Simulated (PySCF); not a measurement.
## Ga: excitation energy

Ga [Ar] 3d10 4s2 4p1 (2P) → Ga [Ar] 3d10 4s1 4p1 5s1 (4P), as a difference of total energies. All numbers are calculated (PySCF 2.14, scalar relativity through the core potential, in aug-cc-pVQZ-PP with ECP10MDF (7s6p5d3f2g, 89 functions)). Correlated levels: valence: 3s2 3p6 3d10 frozen. The calculations carry no spin-orbit coupling.

```csv
method,excitation energy (eV)
UHF,7.255
LDA,9.254
PBE,8.929
PBE0,8.679
r2SCAN,8.823
LC-wPBE,8.638
BLYP,9.276
CAM-B3LYP,9.139
B97-3,9.040
MP2 (valence),8.074
SCS-MP2 (valence),8.320
```

**Question.** How much does correlation contribute at MP2 (valence)?

**Answer.** 8.074 − (7.255) = 0.819 eV, measured against UHF.

The upper state lies above the first ionisation limit, but in LS coupling its spin forbids autoionisation to the ground ion. A Rydberg-like electron needs more diffuse functions than a valence basis has.

The promoted electron is Rydberg-like, and one or two diffuse shells describe it only roughly, which tends to raise the upper state.
